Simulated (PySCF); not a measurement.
# Strontium: a sound run and one with changed settings

Sound run: Sr [Kr] 5s2, Sr⁺ [Kr] 5s1. All numbers are calculated (PySCF 2.14, a scalar-relativistic core potential, in def2-SVP with the def2 core potential (28 electrons) (4s3p2d, 23 functions)). The sound run starts from symmetry-adapted Hartree-Fock orbitals and uses a fine grid where one is needed.

A second run was set up differently.

| species | method | sound run (hartree) | changed run (hartree) | converged |
| --- | --- | --- | --- | --- |
| Sr | UHF | -30.33878 | -30.33878 | yes |
| Sr | BP86 | -30.72058 | -30.74496 | yes |
| Sr | PBE0 | -30.66764 | -30.68721 | yes |
| Sr⁺ | UHF | -30.16456 | -30.16456 | yes |
| Sr⁺ | BP86 | -30.50683 | -30.53140 | yes |
| Sr⁺ | PBE0 | -30.46147 | -30.48091 | yes |

Ionisation energy of Sr:

```json
{"method": "UHF", "sound run (eV)": "4.741", "changed run (eV)": "4.741"}
{"method": "BP86", "sound run (eV)": "5.816", "changed run (eV)": "5.811"}
{"method": "PBE0", "sound run (eV)": "5.610", "changed run (eV)": "5.614"}
```

Task: What was changed?
A. minimal basis
B. all electrons correlated in a valence basis
C. basis contracted for another Hamiltonian
D. radial grid too coarse

Result: D. It used radial step 0.5 in ln r (0.13 in the sound run). A coarse radial grid mis-integrates the density and the exchange-correlation energy, with errors of either sign; Hartree-Fock needs no grid.
